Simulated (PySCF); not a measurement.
A structure optimised at PBE-D3(BJ)/def2-SVP, used in a PySCF frequency run:

```xyz
10

Al     0.6092     0.5599     0.0000
F      2.2444     0.8683     0.0000
N      0.0442    -1.1182     0.0000
C     -0.3035    -2.2803     0.0000
O     -0.6498    -3.4096     0.0000
O     -0.4508     1.8773     0.0000
C     -1.8452     2.0531     0.0000
H     -2.1611     2.6313     0.8966
H     -2.1611     2.6313    -0.8966
H     -2.4095     1.0920     0.0000
```
Charge 0, spin multiplicity 1.

Write its SMILES, formula and point group.

C[O][Al]([F])[N]=C=O, C₂H₃AlFNO₂, Cs

What are its rotational constants (standard atomic weights)?

2.9257, 1.2223, 0.86690 GHz
